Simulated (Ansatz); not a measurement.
The cluster PbBr₂⁺. The state is a doublet with charge 1. Geometry B3LYP-D4/def2-TZVP, that of the neutral singlet; atoms count from 1.

```xyz
3

Pb    0.297    0.696    0.825
Br    1.204    0.534   -1.644
Br   -1.501   -1.230    0.819
```

In the def2 sets Pb takes a core potential; there is no spin–orbit coupling. The structure comes from a short search, and lower isomers may exist.

Q: Estimate the Mulliken populations from the PBE0/def2-TZVP orbitals of Ansatz.

A: 
```tsv
atom	charge (e)	spin (α − β)
Pb1	1.03	0.08
Br2	-0.01	0.46
Br3	-0.01	0.46
```
Mulliken values and Mayer orders depend strongly on the basis.

Q: Where does the spin sit?

A: Summed by element: Pb 0.08, Br 0.92, of 1 unpaired in all. Largest on single atoms: Br2 0.46, Br3 0.46, Pb1 0.08.

Q: And the Mayer bond orders between bonded heavy atoms (over 0.3)?

A: Pb1–Br2 0.98 (2.63 Å); Pb1–Br3 0.98 (2.63 Å).
